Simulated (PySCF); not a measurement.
Compound: CH9GeNSi.
InChI=1S/CH9GeNSi/c3-2-1-4/h1-3H2,4H3

All values: PBE0/def2-SVPD (PySCF, non-relativistic), on one gas-phase PBE0-D3(BJ)/def2-SVP geometry that isn't relaxed in the solvent. The solvent is an IEF-PCM continuum (cavity from Bondi-type radii × 1.2), and excitations are vertical TDDFT with non-equilibrium linear response and a frozen core. The model holds no explicit solvent molecules, cavitation or dispersion. Spin–orbit coupling is left out although an atom past zinc is present.

Gas-phase singlets (H = HOMO, L = LUMO):

```
state  E (eV)  λ (nm)      f  leading configurations
   S1   6.150     202  0.013                 H→L 92%
   S2   6.728     184  0.016               H→L+1 91%
   S3   7.139     174  0.059               H→L+2 96%
   S4   7.585     163  0.041    H-1→L 75%, H→L+3 11%
   S5   7.645     162  0.015    H→L+3 80%, H-1→L 14%
```

Problem. What are the lowest 5 singlets in acetonitrile (ε = 35.69)?

Solution. 
| state | E (eV) | λ (nm) | f | leading configurations | change by rank (eV) |
| --- | --- | --- | --- | --- | --- |
| S1 | 6.282 | 197 | 0.017 | H→L 87%, H→L+1 9% | +0.132 |
| S2 | 6.780 | 183 | 0.023 | H→L+1 87%, H→L 10% | +0.052 |
| S3 | 7.142 | 174 | 0.095 | H→L+2 87%, H→L+3 10% | +0.003 |
| S4 | 7.495 | 165 | 0.056 | H→L+3 82%, H→L+2 11% | -0.090 |
| S5 | 7.692 | 161 | 0.031 | H-1→L 88% | +0.047 |

Problem. The ground-state energy changes by -0.150 eV from gas to acetonitrile. By how much does the total energy of gas-phase S1 change?

Solution. E(S1) = E(S0) + excitation energy, so it changes by -0.150 + 0.132 = -0.018 eV: it is lowered less than the ground state, which is what a blue shift means. This is the vertical state, with the slow part of the continuum still set for S0.

Problem. How do the frontier levels move from gas to acetonitrile?

Solution. 
```json
{"orbital": "LUMO+2", "gas (eV)": "0.92", "solvent (eV)": "1.01", "change (eV)": "+0.09"}
{"orbital": "LUMO+1", "gas (eV)": "0.47", "solvent (eV)": "0.61", "change (eV)": "+0.14"}
{"orbital": "LUMO", "gas (eV)": "0.20", "solvent (eV)": "0.40", "change (eV)": "+0.20"}
{"orbital": "HOMO", "gas (eV)": "-7.33", "solvent (eV)": "-7.24", "change (eV)": "+0.09"}
{"orbital": "HOMO-1", "gas (eV)": "-8.50", "solvent (eV)": "-8.43", "change (eV)": "+0.07"}
{"orbital": "HOMO-2", "gas (eV)": "-9.08", "solvent (eV)": "-9.00", "change (eV)": "+0.08"}
{"orbital": "HOMO-3", "gas (eV)": "-9.22", "solvent (eV)": "-9.22", "change (eV)": "0.00"}
```

The HOMO–LUMO gap goes from 7.52 to 7.64 eV. Rows go by rank; for HOMO-3 and HOMO-2 the atom shares or the degeneracy differ between the runs, so the row needn't follow one orbital.

Conformer computed: `[NH2:1][GeH2:2][CH2:3][SiH3:4]`: N1–Ge2–C3–Si4 37°, H–N1–Ge2–C3 71°, H–N1–Ge2–C3 -161°.
